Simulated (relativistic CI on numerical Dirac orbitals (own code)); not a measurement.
One change at a time: Ta12+

Base calculation: Dirac-Coulomb-Breit CI, orbitals from a KLI potential per configuration, QED by a radiative potential, unscaled Slater integrals.

Configuration list (outside the closed core [Ar] 3d10 4p6): 4s²4d¹⁰4f¹³5s², 4s²4d¹⁰4f¹²5s²5p, 4s²4d¹⁰4f¹³5s5p, 4s²4d¹⁰4f¹⁴5s, 4s²4d¹⁰4f¹²5s5p², 4s²4d¹⁰4f¹⁴5p, 4s²4d¹⁰4f¹³5s5d, 4s²4d¹⁰4f¹¹5s²5p5d, 4s²4d¹⁰4f¹²5s²5d, 4s²4d¹⁰4f¹¹5s²5p6s, 4s²4d¹⁰4f¹³5s5f, 4s²4d¹⁰4f¹⁴5d, 4s²4d¹⁰4f¹²5s²6s, 4s²4d¹⁰4f¹³5p5d, 4s²4d¹⁰4f¹³5s5g, 4s²4d¹⁰4f¹²5s²6p, 4s²4d¹⁰4f¹⁴6s, 4s²4d⁹4f¹⁴5s², 4s²4d¹⁰4f¹²5s²5f, 4s²4d¹⁰4f¹²5s5p5f, 4s²4d¹⁰4f¹³5p6s, 4s²4d¹⁰4f¹³5s6s, 4s²4d¹⁰4f¹⁴5f, 4s²4d¹⁰4f¹³5s6p, 4s²4d¹⁰4f¹⁴5g, 4s²4d¹⁰4f¹³5s7s, 4s4d¹⁰4f¹⁴5s², 4s²4d¹⁰4f¹³5d², 4s²4d¹⁰4f¹²5p5d², 4s²4d¹⁰4f¹²5d³. Double excitations out of closed p, d and f shells are left out; levels of such configurations are missing from the list, as are those of other unlisted configurations, and high levels can miss mixing partners. Some configurations lack a partner that the ground configuration has and come out too high, among them 4s²4d¹⁰4f¹²5s²6s, 4s²4d¹⁰4f¹²5s²6p, 4s²4d⁹4f¹⁴5s², 4s²4d¹⁰4f¹²5s²5f, 4s4d¹⁰4f¹⁴5s².

The lowest level and the first level of each name with at least 55 % of one term (blank where a level has no safe partner in the second run):

| Level | Base (cm⁻¹) | Shift (cm⁻¹) |
| --- | --- | --- |
| 4s²4d¹⁰4f¹³5s² ²F°7/2 | 0.0 | 0.0 |
| 4s²4d¹⁰4f¹²5s²5p ⁴G°11/2 | 1104.7 | -1884.3 |
| 4s²4d¹⁰4f¹³5s² ²F°5/2 | 15391.8 | +18.2 |
| 4s²4d¹⁰4f¹²5s²5p ⁴I°11/2 | 18983.8 | -1909.0 |
| 4s²4d¹⁰4f¹²5s²5p ²K°13/2 | 60961.1 | -1825.0 |
| 4s²4d¹⁰4f¹²5s²5p ²H°11/2 | 63561.5 | -1704.5 |
| 4s²4d¹⁰4f¹²5s²5p ⁴I°15/2 | 103987.7 | -1959.4 |
| 4s²4d¹⁰4f¹²5s²5p ⁴H°13/2 | 118782.0 | -1919.8 |
| 4s²4d¹⁰4f¹²5s²5p ⁴I°13/2 | 121637.6 | -1962.5 |
| 4s²4d¹⁰4f¹²5s²5p ²P°1/2 | 127270.0 | -1296.9 |
| 4s²4d¹⁰4f¹²5s²5p ²K°15/2 | 160140.6 | -1866.2 |

At this charge transitions that keep the count of f electrons are usually good to a few per cent. Terms inside the open d or f shell come out 10 to 20 % too wide with unscaled integrals. Levels and lines within the n = 5 or 6 shells can be off by up to 10 % or somewhat more, and those that change n by about 2 %, since core polarisation is missing. Levels that differ in their count of f electrons can be misplaced by several ten thousand cm⁻¹, since the correlation energy of f electrons is missing or only estimated; rates across such gaps can be off by orders of magnitude.

Task: One thing was changed in a second run, which moved the levels as shown. Which?
A. configuration mixing switched off
B. valence Slater integrals scaled by 0.9
C. Breit term removed
D. QED terms removed

Result: A. Configuration mixing switched off. Without mixing, levels that were pushed by configurations of the same parity and J return to their single-configuration places.

LS names give the leading component of a level, which can be under half, so a name can repeat, a term be missing and a line seem to break the LS rules.
